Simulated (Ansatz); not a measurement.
A nudged elastic band was laid between two geometries of F$_{2}$GeH$_{2}$ (5 atoms, charge 0, multiplicity 1).

Level of theory: RHF/def2-SVP in Ansatz 0.2.0.

| Quantity | Value |
| --- | --- |
| movable images | 9 |
| climbing image | yes |
| spring | 5.0 eV/Å² |
| optimiser | quadratic models (default) |
| start path | through a guess of the saddle point |
| force threshold | 0.05 eV/Å |
| iteration limit | 60 |
| end points | relaxed |

Initial state:

```xyz
5
Properties=species:S:1:pos:R:3
Ge 0.317 0.000 0.225
H 0.201 0.000 1.736
H 1.704 0.000 -0.388
F -0.535 1.357 -0.378
F -0.535 -1.357 -0.378
```

Final state:

```xyz
5
Properties=species:S:1:pos:R:3
Ge -1.473 0.052 -1.204
H 1.898 0.466 1.206
H 2.602 0.396 1.445
F -0.467 0.680 0.057
F -1.407 -1.595 -0.689
```

Problem. Which bonds break or form, and what moves?

Solution. Bonds broken: Ge1–H2, Ge1–H3. Bonds formed: H2–H3. F2GeH2 becomes F2Ge + H2.

Problem. Give the energies along the band, and the barrier.

Solution. It converged. The highest image is number 2 of 0 to 10, 97.6 kcal/mol above the first end and 77.9 kcal/mol above the last; the last end lies 19.7 kcal/mol above the first. The profile has 3 maxima (images 2, 7, 9) with wells between them (images 5, 8): this band takes more than one step, which may be the mechanism or a detour left from its start path. Neighbouring images differ by up to 3.3 eV, so the band resolves the path poorly. A vibrational analysis at the climbing image gives one clearly imaginary mode, 1923i cm⁻¹: a first-order saddle point. The orbitals stay closed-shell, which can raise the energy where a bond breaks towards radicals; this wasn't checked here.

```csv
image,path coordinate (Å),energy (kcal/mol),Ge1–H2 (Å),Ge1–H3 (Å),H2–H3 (Å)
0,0.00,0.0,1.52,1.52,2.60
1,0.64,26.3,1.51,1.49,1.94
2,1.29,97.6,1.78,1.52,1.28
3,2.44,20.9,2.85,2.84,0.75
4,3.60,19.9,3.60,4.05,0.75
5,4.76,19.7,4.01,4.72,0.75
6,5.91,20.3,4.86,5.50,0.75
7,7.07,20.4,4.87,4.57,0.74
8,8.23,19.8,4.52,3.88,0.75
9,9.39,19.9,3.72,4.29,0.75
10,10.54,19.7,4.16,4.87,0.75
```

Problem. What is the geometry of the highest image?

Solution. 
```xyz
5
Properties=species:S:1:pos:R:3
Ge 0.302 -0.004 -0.344
H 0.739 0.006 1.382
H 1.607 -0.005 0.438
F -0.740 1.350 -0.339
F -0.754 -1.347 -0.320
```

Time of the run: 5 min on 1 thread of Arm Neoverse V2, on a shared host, peak memory 0.14 GiB.
